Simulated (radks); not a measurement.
Tl+, 80 electrons, occupied as [Xe] 4f14 5d9.5 6s2 6p0.5 (fractional occupations, a model configuration).

Calculated with a radial shooting solver on a logarithmic mesh with Libxc functionals: scalar-relativistic Kohn-Sham, SCAN, spin-unpolarised, spherical densities, finite nucleus; meta-GGA in the generalised Kohn-Sham scheme; Fermi nuclear charge, rms radius 5.4759 fm.

Energy parts (hartree):
| part | energy |
|---|---|
| total | -20243.3038 |
| kinetic | 22787.9210 |
| electron-nucleus | -50443.5208 |
| Hartree | 7791.7409 |
| exchange-correlation | -379.4448 |

Orbitals (lengths in bohr, moments of r in powers of bohr):
| orbital | occ. | eigenvalue (hartree) | <r> |
|---|---|---|---|
| 1s | 2 | -3149.193 | 0.01632 |
| 2s | 2 | -562.1296 | 0.06873 |
| 2p | 6 | -483.5053 | 0.06234 |
| 3s | 2 | -134.9552 | 0.1774 |
| 3p | 6 | -112.1995 | 0.1792 |
| 3d | 10 | -88.54492 | 0.1625 |
| 4s | 2 | -30.66176 | 0.3915 |
| 4p | 6 | -23.16902 | 0.4172 |
| 4d | 10 | -14.34478 | 0.4397 |
| 5s | 2 | -5.28040 | 0.8780 |
| 4f | 14 | -4.61979 | 0.4676 |
| 5p | 6 | -3.23587 | 1.005 |
| 5d | 9.5 | -0.93675 | 1.363 |
| 6s | 2 | -0.66658 | 2.335 |
| 6p | 0.5 | -0.33164 | 3.048 |

The highest occupied level is 6p at -9.024 eV. The density falls to 0.001 e/bohr^3 at r = 4.11 bohr. The electron density at the nucleus is 2.719e+06 e/bohr^3 (large components only). Summed over all electrons, <r^2> = 54.90 bohr^2, which gives a Langevin (diamagnetic) susceptibility term of -43.5 x 10^-6 cm^3/mol.
